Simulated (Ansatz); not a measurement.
`[SnH3][CH2]C1=CC1`, charge 0, multiplicity 1.

**Question.** Give a relaxed structure at PBE0-D4/def2-TZVP (Ansatz). (Estimate.)

**Answer.** The calculation gave: 
```xyz
13

Sn    0.8379   -0.2247   -1.8938
C     1.0978    0.2535    0.2064
C    -0.1404    0.0041    0.9261
C    -0.8998   -0.7173    1.6839
C    -1.5288    0.5277    1.1399
H     2.3202    0.0358   -2.7042
H    -0.3661    0.7767   -2.5690
H     0.3788   -1.8620   -2.0268
H     1.9228   -0.3541    0.5825
H     1.3800    1.3079    0.2457
H    -1.0557   -1.5973    2.2835
H    -1.6798    1.3929    1.7888
H    -2.2669    0.4566    0.3370
```
This is one stationary point; other conformers may exist.
